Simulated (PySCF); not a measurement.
A PySCF script (with the pyscf-properties extension) for the NMR shieldings of SMILES C([Si@H]1CC[Si@@H](SC)O1)=O, C₄H₁₀O₂SSi₂, on a GFN2-xTB geometry:

```python
import basis_set_exchange as bse
import numpy as np
from pyscf import gto, dft
from pyscf.prop import nmr

atoms = """
C     3.255912   -0.256921   -0.099661
S     2.012623   -1.108086   -1.123930
Si    0.434845   -1.230229    0.305147
C    -1.243704   -1.594286   -0.504140
C    -1.959447   -0.251476   -0.722477
Si   -1.336301    0.944539    0.629118
C    -1.002179    2.717027   -0.002251
O    -1.746733    3.643561    0.186368
O     0.133113    0.267101    0.905881
H     4.084851   -0.008163   -0.753006
H     2.821275    0.642562    0.322669
H     3.588635   -0.924245    0.688529
H     0.809542   -2.022266    1.466518
H    -1.824086   -2.204197    0.187598
H    -1.174445   -2.154176   -1.435278
H    -1.688127    0.138238   -1.707112
H    -3.040138   -0.389250   -0.731356
H    -2.068406    0.915999    1.888255
H    -0.067033    2.883519   -0.581733
"""
names = dict.fromkeys(["C", "S", "Si", "O", "H"], "pcSseg-1")
basis = {el: gto.basis.parse(bse.get_basis(n, elements=[el], fmt="nwchem")) for el, n in names.items()}
mol = gto.M(atom=atoms, basis=basis, charge=0, verbose=0)
mf = dft.RKS(mol, xc="PBE0")
mf.grids.level = 2
mf.grids.alignment = dft.numint.BLKSIZE   # the property module wants whole blocks of grid points
mf.conv_tol = 1e-9
mf.kernel()

calc = nmr.RKS(mf)   # GIAO
C = mf.mo_coeff
Co = C[:, mf.mo_occ > 0]
resp = mf.gen_response(singlet=True, hermi=2)
def vind(x):   # induced exchange potential for any number of trial vectors
    d = np.einsum("pi,xij,qj->xpq", C, 2 * x.reshape(-1, C.shape[1], Co.shape[1]), Co, optimize=True)
    return np.einsum("xpq,pi,qj->xij", resp(d - d.transpose(0, 2, 1)), C, Co, optimize=True).ravel()
mo1, _ = nmr.rhf.solve_mo1(calc, with_cphf=vind)
sigma = calc.kernel(mo1)
for i, s in enumerate(sigma):   # ppm
    print("%2d %-2s %9.2f" % (i, mol.atom_pure_symbol(i), np.trace(s) / 3))
```

**Question.** What does it print?

**Answer.** 
```
 0 C     174.89
 1 S     653.68
 2 Si    325.51
 3 C     176.41
 4 C     178.94
 5 Si    367.25
 6 C     -61.22
 7 O    -620.49
 8 O     267.45
 9 H      29.51
10 H      29.18
11 H      29.47
12 H      26.07
13 H      30.71
14 H      30.44
15 H      30.51
16 H      30.57
17 H      27.12
18 H      19.44
```

These numbers come from an equivalent density-fitted implementation of the same equations, which agrees with the script to about 0.01 ppm for H and up to a few tenths of a ppm for heavy atoms, so last digits may differ.

**Question.** Turn these shieldings into chemical shifts. Referencing at the same level of theory: 13C (186.93 ppm), 29Si (349.16 ppm), 1H (31.72 ppm) vs TMS; 33S (503.73 ppm) against CS2; 17O (336.08 ppm) against H2O.

**Answer.** Averaging equivalent atoms: C 6: 248.1; C 0: 12.0; C 3: 10.5; C 4: 8.0; S 1: -150; Si 2: 23.6; Si 5: -18.1; O 7: 956.6; O 8: 68.6; H 18: 12.28; H 12: 5.64; H 17: 4.60; H 9/10/11: 2.33; H 14: 1.28; H 15: 1.21; H 16: 1.14; H 13: 1.00 ppm. Unscaled 17O shifts of doubly bonded oxygen tend to come out too high, by tens of ppm or more. Experimental scales use liquid or dissolved standards, which lie at an offset from isolated H2O (liquid H2O: subtract about 36 ppm).

Size and cost of the density-fitted run: 224 basis functions, 110 s wall time on 1 thread of an Arm Neoverse N1, shared host; peak memory 0.99 GiB.
